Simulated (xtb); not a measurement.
hydrogen sulfide (H$_{2}$S), singlet, at a GFN2-xTB geometry.

The xtb input:
```
$ xtb mol.xyz --gfn 2 --json

# file mol.xyz
3

S     -0.00035523    -0.00209154     0.10204772
H     -0.03705710     0.97315096    -0.79691824
H      0.04274080    -0.93968637    -0.83584535
```

**Question.** What does this run give for the dipole moment, HOMO-LUMO gap, total energy, partial charges in atom order?

**Answer.** 
```json
{
  "dipole_moment": "1.97 D",
  "HOMO-LUMO gap": "5.21 eV",
  "total_energy": "-4.2563 Eh",
  "partial_charges_in_atom_order": "S1 -0.35, H2 0.17, H3 0.17"
}
```
